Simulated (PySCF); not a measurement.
Compound: dihydrogen, H2.
SMILES: `[H][H]`

Level of theory: CAM-B3LYP/def2-SVPD in PySCF (dipole) on a GFN2-xTB geometry, gas phase.

Masses are those of the commonest isotopes; rigid-rotor values at the optimised geometry. 

Q: What are the moment of inertia and the rotational constant?

A: I = 0.304 u·Å², B = 505379 MHz·u·Å²/I = 1662531 MHz (55.4561 cm⁻¹, or 79.789 K as hB/k). For two atoms I = μr² with μ = 0.5039 u and r = 0.7767 Å.

Q: List the first levels of a rigid rotor in a Σ state.

A: E(J) = BJ(J+1): J = 1: 110.912, J = 2: 332.736, J = 3: 665.473, J = 4: 1109.121, J = 5: 1663.682, J = 6: 2329.155 cm⁻¹.

Q: Has it a pure rotational spectrum?

A: Not by electric dipole: D∞h allows no dipole (computed 0.00 D). Rotational Raman lines (ΔJ = 2) lie at B(4J + 6), spaced by 4B = 221.824 cm⁻¹, with nuclear-spin weights that differ between even and odd J.

Q: Estimate the classical rotational partition function at 500 K.

A: Point group D∞h, symmetry number σ = 2; q = kT/(σhB), k/h = 20836.6 MHz/K: 3.1 at 500 K.

No GFN2-xTB frequencies stand behind this structure, so it isn't proved a minimum. These are rigid-rotor constants of the computed structure; measured ground-state constants (B0) also hold zero-point vibration.
